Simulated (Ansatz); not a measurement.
Relaxation of CH9NOSi3 (15 atoms, charge 0, multiplicity 1), to a largest force component of 0.015 eV/Å in at most 40 steps.

Level of theory: RKS B3LYP/cc-pVDZ (Ansatz).

```xyz
15
Properties=species:S:1:pos:R:3:forces:R:3
O -2.025 -1.508 1.026 0.34 0.62 -1.66
C -1.191 -1.088 -0.060 1.54 -0.40 3.47
Si 0.828 -2.060 0.387 2.28 -6.37 1.43
N 0.148 -0.632 0.373 -5.55 3.67 0.90
Si 1.002 0.566 -0.379 1.76 3.38 -0.78
Si -0.033 2.670 -0.354 0.14 0.27 -0.05
H -1.746 -1.032 1.838 0.04 0.02 -0.68
H -1.274 -1.552 -1.031 -0.72 -0.37 -0.34
H 1.068 -2.709 -0.868 0.22 -0.57 -1.06
H 0.441 -2.974 1.512 0.06 0.02 -0.26
H 2.285 0.671 0.386 0.07 -0.06 -0.04
H 1.315 0.177 -1.744 0.25 -0.13 -0.94
H -1.315 2.648 -1.082 -0.36 0.06 -0.27
H 0.856 3.726 -0.969 -0.09 -0.20 0.07
H -0.333 3.070 1.048 0.01 0.06 0.21
```

Question: Where does it end, and by what steps?

Answer: The forces met the threshold. After 37 steps the energy has fallen by 2.986 eV; H8 moved furthest, 2.48 Å. Parted: C2–Si3, Si3–Si5.

| step | energy less start (eV) | largest force component (eV/Å) | accepted |
| --- | --- | --- | --- |
| 0 | 0.0000 | 6.371 | yes |
| 2 | -1.7116 | 1.446 | yes |
| 4 | -1.9383 | 0.598 | yes |
| 6 | -2.0651 | 0.670 | yes |
| 8 | -2.1790 | 0.443 | yes |
| 10 | -2.2282 | 0.451 | yes |
| 12 | -2.2909 | 0.905 | yes |
| 14 | -2.5008 | 0.650 | yes |
| 16 | -2.7859 | 0.912 | yes |
| 18 | -2.9041 | 0.870 | yes |
| 20 | -2.9176 | 0.726 | no |
| 22 | -2.9476 | 0.095 | yes |
| 24 | -2.9566 | 0.387 | yes |
| 26 | -2.9552 | 0.609 | no |
| 28 | -2.9747 | 0.041 | yes |
| 30 | -2.9812 | 0.154 | yes |
| 32 | -2.9847 | 0.063 | yes |
| 34 | -2.9857 | 0.062 | yes |
| 36 | -2.9861 | 0.028 | yes |
| 37 | -2.9862 | 0.013 | yes |

```xyz
15
Properties=species:S:1:pos:R:3
O -1.803 -1.629 1.009
C -1.078 -0.628 0.586
Si 1.185 -2.487 0.324
N 0.167 -0.725 0.238
Si 1.170 0.683 -0.306
Si -0.138 2.618 -0.713
H -1.181 -2.424 1.074
H -1.640 0.316 0.554
H 0.350 -3.032 -0.848
H 0.177 -3.044 1.387
H 2.187 0.947 0.754
H 1.849 0.249 -1.561
H -1.160 2.358 -1.775
H 0.783 3.705 -1.169
H -0.843 3.066 0.530
```

Whether the end is a true minimum wasn't checked by a vibrational analysis.

Time of the run: 4.2 min on 2 threads of Arm Neoverse V1, with other jobs on the host, peak memory 0.44 GiB.
